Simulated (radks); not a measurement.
Question: The mean radii <r> (bohr) of the occupied orbitals of an atom or ion are listed with their occupations. All-electron calculation, Dirac Kohn-Sham, BLYP, spin-unpolarised, spherical densities, finite nucleus; Fermi nuclear charge, rms radius of each element as measured or else 0.836 A^(1/3) + 0.57 fm. Program: a radial shooting solver on a logarithmic mesh with Libxc functionals.

| orbital | occ. | <r> |
|---|---|---|
| 1s1/2 | 2 | 0.01744 |
| 2s1/2 | 2 | 0.07297 |
| 2p1/2 | 2 | 0.06017 |
| 2p3/2 | 4 | 0.06848 |
| 3s1/2 | 2 | 0.1899 |
| 3p1/2 | 2 | 0.1801 |
| 3p3/2 | 4 | 0.1954 |
| 3d3/2 | 4 | 0.1705 |
| 3d5/2 | 6 | 0.1751 |
| 4s1/2 | 2 | 0.4233 |
| 4p1/2 | 2 | 0.4266 |
| 4p3/2 | 4 | 0.4604 |
| 4d3/2 | 4 | 0.4719 |
| 4d5/2 | 6 | 0.4832 |
| 5s1/2 | 2 | 0.9783 |
| 5p1/2 | 2 | 1.064 |
| 4f5/2 | 6 | 0.5315 |
| 4f7/2 | 8 | 0.5392 |
| 5p3/2 | 4 | 1.164 |
| 5d3/2 | 2.8 | 1.679 |
| 5d5/2 | 4.2 | 1.760 |
| 6s1/2 | 2 | 2.913 |

Name the element and its charge. Open shells, if any, are shared by 2j + 1.

Answer: Z = 77, iridium, charge 0: Ir in [Xe] 4f14 5d7 6s2. The 1s radius gives Z: for a bare nucleus <r> = (2 gamma + 1)/(2Z) with gamma = sqrt(1 - (Z/c)^2), 0.01724 bohr for Z = 77, and screening makes it slightly larger (0.01744 here). The occupations add up to 77, and the charge is Z minus that.
